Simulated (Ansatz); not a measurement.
C₂H₈BFSi, SMILES `BC(C)(F)[SiH3]`. The species carries charge 0 and has multiplicity 1.

```tsv
atom	x (Å)	y (Å)	z (Å)
B1	-1.0294	-0.6519	0.9929
C2	0.3229	-0.1893	0.5040
C3	0.8082	1.2414	0.5710
F4	1.3959	-1.0440	0.7651
Si5	-0.2151	-0.5572	-1.3704
H6	-1.9592	0.0839	0.8155
H7	-1.1936	-1.7610	1.4002
H8	1.1866	1.4425	1.5764
H9	1.6185	1.4355	-0.1366
H10	-0.0103	1.9333	0.3687
H11	-0.7736	0.6782	-1.9691
H12	1.0534	-0.9508	-2.0272
H13	-1.2043	-1.6606	-1.4905
```

Problem. List the harmonic frequencies (cm⁻¹, unscaled) at PBE0-D4/def2-TZVP in Ansatz. (Best estimate.)

Solution. The calculation gave: 102, 162, 212, 235, 296, 329, 383, 434, 545, 603, 638, 796, 812, 887, 932, 936, 968, 985, 1072, 1137, 1172, 1343, 1397, 1466, 1499, 2228, 2248, 2260, 2582, 2679, 3048, 3115, 3148.

Problem. Is this a minimum?

Solution. Yes, all 33 modes are real.

Problem. Give the ideal-gas thermochemistry at 298.15 K and 1 bar (rigid rotor, harmonic oscillator; point group C1, symmetry number 1).

Solution. Zero-point energy 243.1 kJ/mol; H(298) − E = 265.6 kJ/mol; entropy 346.8 J/(mol·K), of which translation 165.0, rotation 110.6, vibration 71.2; G(298) − E = 162.2 kJ/mol.
